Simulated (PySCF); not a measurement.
Run record: geometry optimisation, `F[SiH2][SbH][SiH3]`.

Computed with PBE0-D3(BJ)/def2-SVP geometry optimisation, gas phase, def2 core potentials past Kr (PySCF 2.14.0). Start geometry: GFN2-xTB. A driver script takes a list of jobs; this job's settings line and coordinates (Å) are shown.

Input:
```
{"job": {"xc": "PBE0", "basis": "def2-SVP", "d3": "d3bj", "grid": 1, "maxiter": 30, "shake": 0.01, "kind": "geom"}, "charge": 0, "multiplicity": 1}
F     -1.968460    -1.675870     0.201310
Si    -1.839830    -0.053180     0.393320
Sb     0.403590     0.140710     1.500010
Si     1.815230    -0.179490    -0.622430
H     -2.098120     0.452220    -0.955790
H     -2.956160     0.282600     1.266520
H      0.419700     1.824930     1.285470
H      3.175580     0.240990    -0.372610
H      1.301480     0.552330    -1.774540
H      1.797420    -1.606170    -0.942320
```

Output:
```
step   0  E = -922.13632712  max force = 0.024053
step   1  E = -922.14275619  max force = 0.002742
step   2  E = -922.14301289  max force = 0.001415
step   3  E = -922.14315265  max force = 0.000634
step   4  E = -922.14315685  max force = 0.000460
step   5  E = -922.14315682  max force = 0.000103
optimisation converged
```

Energies in Eh; «max force» is the largest Cartesian gradient component in Eh/bohr.

Problem. How much energy does the optimisation release, in kcal/mol?

Solution. E(step 0) − E(last step) = 0.006830 Eh, which is 4.3 kcal/mol.

Problem. Give the first gradient maximum in eV/Å.

Solution. With 1 Eh/bohr = 51.422 eV/Å, 1.237 eV/Å.

Main results: final energy -922.14316 Eh after 5 steps; dipole 1.38 D.

Problem. Give the final coordinates.

Solution. 0.159 Å rms from the input after alignment:
```
atom  x, y, z in Å
F1    -1.9721   -1.7199    0.0883
Si2   -1.7678   -0.1259    0.3651
Sb3    0.4553    0.1651    1.6239
Si4    1.7270   -0.2095   -0.5913
H5    -1.7875    0.5660   -0.9572
H6    -2.9151    0.3490    1.1937
H7     0.3610    1.8541    1.3146
H8     3.1334    0.2742   -0.4496
H9     1.0744    0.5019   -1.7326
H10    1.7417   -1.6757   -0.8757
```

On an Arm Neoverse V1 with one thread, shared host, this took 30 s of wall time and 0.45 GiB of memory at its peak.
Labels such as C1 count atoms from 1, the log's own numbers from 0.
